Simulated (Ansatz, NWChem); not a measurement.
From NWChem to Ansatz

This NWChem 7.3.0 job computes CH6Ge (SMILES [CH3][GeH3]):

work.xyz:
```
8
CH6Ge
C     -0.310900     0.190300    -0.971400
Ge     0.296900    -0.181900     0.846700
H     -1.380100     0.404200    -0.976500
H      0.218800     1.052200    -1.378400
H     -0.124600    -0.669400    -1.616000
H      0.030700     1.028200     1.760100
H      1.807100    -0.479600     0.857700
H     -0.445700    -1.401200     1.422100
```

work.nw:
```
start work
title "CH6Ge"
memory stack 880 mb heap 220 mb global 1100 mb

geometry units angstrom noautosym nocenter noautoz
   load format xyz work.xyz
end

basis spherical bse
   * library STO-3G
end

dft
   xc hfexch 0.53 becke88 0.47 lyp 0.73 mp2 0.27
   dftmp2 semidirect
   mult 1
   grid xfine
   convergence energy 1e-08
   iterations 100
   mulliken
end

mp2
   freeze core 10
end

task dft
```

```bash
$ nwchem work.nw > work.out
```

The shape is that of a PBE0-D4/def2-TZVP optimisation.

It gives a total energy of -2093.883460 Eh.

Q: Write the same calculation for Ansatz 0.2.0 as an input file of the program's own, asking for the gradient.

A: This input was run:

run.yaml:
```yaml
crystal:
  periodic: [false, false, false]
  atoms:
    - {symbol: C, position_ang: [-0.310900, 0.190300, -0.971400]}
    - {symbol: Ge, position_ang: [0.296900, -0.181900, 0.846700]}
    - {symbol: H, position_ang: [-1.380100, 0.404200, -0.976500]}
    - {symbol: H, position_ang: [0.218800, 1.052200, -1.378400]}
    - {symbol: H, position_ang: [-0.124600, -0.669400, -1.616000]}
    - {symbol: H, position_ang: [0.030700, 1.028200, 1.760100]}
    - {symbol: H, position_ang: [1.807100, -0.479600, 0.857700]}
    - {symbol: H, position_ang: [-0.445700, -1.401200, 1.422100]}
basis:
  gaussian: {orbitals: STO-3G}
hamiltonian: {xc: {name: B2PLYP}}
correlation: {frozen_orbitals: {C: 1, Ge: 9, H: 0}}
accuracy: high
output: {forces: true, orbitals: {seedname: orbitals}}
```

```bash
$ ansatz run run.yaml --threads 1 --pin off --max-ram 2610MiB --events-out events.jsonl --progress --plain --runs-dir runs
```

Its energy is -2093.883460 Eh, 0.000 mEh from the first.
